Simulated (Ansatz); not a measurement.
**Which isomer of C2H2Ga gives these data?**

These gas-phase data were calculated for one isomer of C2H2Ga at B3LYP-D3(BJ)/6-311G** (harmonic, unscaled wavenumbers; equilibrium rotational constants with average atomic masses):

```
rotational constants            : 38.18, 4.944, 4.377 GHz
all wavenumbers above 1500 cm⁻¹ : 3182, 3137, 1645
```

Candidates:

(1) `[H]/[C]=[CH]\[Ga]`, a doublet
(2) `C=[C][Ga]`, a doublet

Which candidate do the data belong to? Where the bands don't settle it, estimate the moments of inertia from typical bond lengths.

Candidate (1). The rotational constants decide: (2) would give 293.9, 3.187, 3.153 GHz.

The same quantities for all candidates:

```
     rotational constants (GHz)  wavenumbers above 1500 cm⁻¹  E above the lowest, B3LYP-D3(BJ)/6-311G** (kcal/mol)
(1)         38.18, 4.944, 4.377             3182, 3137, 1645                                                   5.5
(2)         293.9, 3.187, 3.153             3079, 3028, 1674                                                   0.0
```

Harmonic stretches to hydrogen usually lie a few per cent above observed fundamentals. Open shells are spin-unrestricted. Programs: Ansatz 0.2.0.
